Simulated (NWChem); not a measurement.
Lowest excitation of CH₃Si (+1)

```xyz
5

C     -0.2870    -1.0870     0.0000
Si     0.1967     0.5779     0.0000
H     -0.1917    -1.6954    -0.9276
H     -0.1917    -1.6954     0.9276
H     -0.6476     1.8225     0.0000
```
Charge +1, spin multiplicity 1.

Program: NWChem. The geometry was optimised at PBE/def2-SVP, a minimum by its harmonic frequencies.

Basis set: def2-SVPD. CR-EOMCCSD(T) is the triples correction to the same EOM-CCSD root.

The correlated methods keep 6 core orbitals frozen. The spin multiplicity of the parent species was assumed, not shown to be that of its ground state. The structure started from a generated list of species. Coupled-cluster values serve here as a point of comparison, not as the truth.

Q: For the lowest vertical singlet excitation energy, TD-PBE gives 2.90 eV and CIS gives 2.98 eV. What do TDA-PBE0 give?

A: TDA-PBE0: 2.95 eV.
